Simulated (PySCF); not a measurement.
# Fractional electron number in S⁺ (sulfur, charge +1)

The 3p alpha orbital of [Ne] 3s2 3p3 is emptied in steps (occupation f), with all orbitals relaxed, ending at [Ne] 3s2 3p2. Computed with PySCF 2.14 in aug-pcseg-2, with no relativity, point nucleus. The exact energy is a straight line in f; departures are measured from the line between the end points of the same method.

```csv
f,UHF (eV),LDA (eV),PBE (eV),PBE0 (eV),r2SCAN (eV),LC-wPBE (eV),BHandHLYP (eV),wB97X (eV),BLYP (eV),MN15 (eV)
1,0.000,0.000,0.000,0.000,0.000,0.000,0.000,0.000,0.000,0.000
0.9,0.066,-0.497,-0.486,-0.350,-0.453,-0.090,-0.218,-0.123,-0.490,-0.299
0.7,0.151,-1.164,-1.134,-0.816,-1.049,-0.207,-0.508,-0.283,-1.145,-0.695
0.5,0.177,-1.390,-1.349,-0.968,-1.236,-0.242,-0.605,-0.330,-1.363,-0.823
0.3,0.146,-1.170,-1.131,-0.809,-1.025,-0.198,-0.507,-0.269,-1.144,-0.685
0.1,0.062,-0.502,-0.482,-0.345,-0.434,-0.082,-0.216,-0.112,-0.489,-0.289
0,0.000,0.000,0.000,0.000,0.000,0.000,0.000,0.000,0.000,0.000
```

| method | E(f=0) − E(f=1) (eV) | −ε at f=1 (eV) | −ε at f=0.5 (eV) |
| --- | --- | --- | --- |
| UHF | 22.716 | 23.453 | 22.702 |
| LDA | 23.401 | 17.889 | 23.384 |
| PBE | 23.322 | 17.931 | 23.331 |
| PBE0 | 23.387 | 19.497 | 23.404 |
| r2SCAN | 23.529 | 18.476 | 23.603 |
| LC-wPBE | 23.488 | 22.487 | 23.514 |
| BHandHLYP | 23.139 | 20.717 | 23.145 |
| wB97X | 23.259 | 21.893 | 23.300 |
| BLYP | 23.024 | 17.590 | 23.025 |
| MN15 | 23.373 | 20.053 | 23.400 |

Orbital energy along the path (eV):

| f | UHF | LDA | PBE | PBE0 | r2SCAN | LC-wPBE | BHandHLYP | wB97X | BLYP | MN15 |
| --- | --- | --- | --- | --- | --- | --- | --- | --- | --- | --- |
| 1 | -23.453 | -17.889 | -17.931 | -19.497 | -18.476 | -22.487 | -20.717 | -21.893 | -17.590 | -20.053 |
| 0.9 | -23.295 | -18.972 | -19.002 | -20.277 | -19.514 | -22.695 | -21.201 | -22.174 | -18.665 | -20.720 |
| 0.7 | -22.991 | -21.164 | -21.160 | -21.841 | -21.581 | -23.109 | -22.172 | -22.743 | -20.837 | -22.062 |
| 0.5 | -22.702 | -23.384 | -23.331 | -23.404 | -23.603 | -23.514 | -23.145 | -23.300 | -23.025 | -23.400 |
| 0.3 | -22.427 | -25.622 | -25.494 | -24.952 | -25.544 | -23.895 | -24.111 | -23.813 | -25.214 | -24.717 |
| 0.1 | -22.164 | -27.862 | -27.624 | -26.463 | -27.414 | -24.232 | -25.066 | -24.269 | -27.380 | -25.973 |
| 0 | -22.037 | -28.975 | -28.666 | -27.197 | -28.326 | -24.376 | -25.538 | -24.491 | -28.445 | -26.551 |

Reference removal energy between the ground levels: 23.338 eV (measured; NIST Atomic Spectra Database, ionization energies). The calculation has no spin-orbit coupling. UHF lacks correlation.
